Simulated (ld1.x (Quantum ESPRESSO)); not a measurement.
Configuration tests for aluminium (Al) (ultrasoft)

| Property | Result |
| --- | --- |
| Element | Al |
| Generator | ld1.x (Quantum ESPRESSO) 7.5 |
| Type | ultrasoft |
| Functional | PBEsol |
| Relativity | scalar-relativistic |
| Frozen core | [Ne] |
| Valence charge | 3 |
| Reference configuration | 3s2 3p0 (charge +1) |
| Partial waves | 3s (bound): rcut 1.65, rcutus 2.00 bohr; 3s channel at -0.75 Ry: rcut 1.65, rcutus 2.00 bohr; 3p (bound, empty): rcut 1.55, rcutus 2.15 bohr; 3p channel at 2 Ry: rcut 1.55, rcutus 2.15 bohr |
| Local potential | all-electron potential smoothed inside 1.90 bohr (lloc = -1) |
| Core correction | a·sin(br)/r model core inside 0.95 bohr |
| Augmentation charge | PSQ, inside the norm-conserving radii |

Energies are relative to the spin-unpolarised reference configuration 3s2 3p0; without spin polarisation the order of configurations can differ from experiment.

```csv
valence configuration,charge,ΔE all-electron (eV),error AE − PS (meV)
3s2 3p1,0,-5.736,+0.4
3s1 3p0,+2,19.170,-8.8
3s2 3p0.5,+0.5,-3.662,+0.2
3s2 3p1.3,-0.3,-6.304,+0.6
3s1 3p2,0,-0.617,-0.2
3s0 3p3,0,4.669,-4.1
```

**Question.** What are ΔE and the potential's error for 3s1 3p1?

**Answer.** ΔE = 5.791 eV all-electron; the error (AE − PS) is -2.1 meV.
